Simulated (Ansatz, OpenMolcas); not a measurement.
## AlCl3 (aluminium trichloride (monomer)): methods side by side

The species is AlCl3 (4 atoms), meant as a singlet with charge 0. SMILES: `Cl[Al](Cl)Cl`. The coordinates come from a PBE0-D4/def2-TZVP relaxation.

```xyz
4

Cl   -1.1350   -0.1084    1.7262
Al    0.0000    0.0000    0.0000
Cl    1.7420   -1.1040   -0.1636
Cl   -0.6069    1.2125   -1.5626
```

Quantity: the vertical energy of the triplet above the singlet, in eV. The values are calculated.

| level | kind | program | value (eV) | CPU time (all runs) |
| --- | --- | --- | --- | --- |
| r2SCAN/6-311+G** | meta-GGA | Ansatz | 6.00 | 2.9 min |
| M06-2X/6-311+G** | hybrid meta-GGA | OpenMolcas | 6.67 | 2.2 min |
| CAM-B3LYP/6-311+G** | range-separated hybrid | Ansatz | 6.62 | 68 s |
| B2PLYP/6-311+G** | double hybrid | Ansatz | 6.48 | 2.3 min |
| RPA@PBE/6-311+G** | RPA | Ansatz | 5.58 | 1.8 min |
| MP2/6-311+G** | perturbation theory | Ansatz | 7.40 | 96 s |
| BCCD(T)/6-311+G** | coupled cluster or CI | Ansatz | 6.78 | 14 min |
| CCSD/6-311+G** | coupled cluster or CI | Ansatz | 7.02 | 5.7 min |

The values span 5.58 to 7.40 eV. CPU times are rough (shared hosts, several kinds of processor and program).
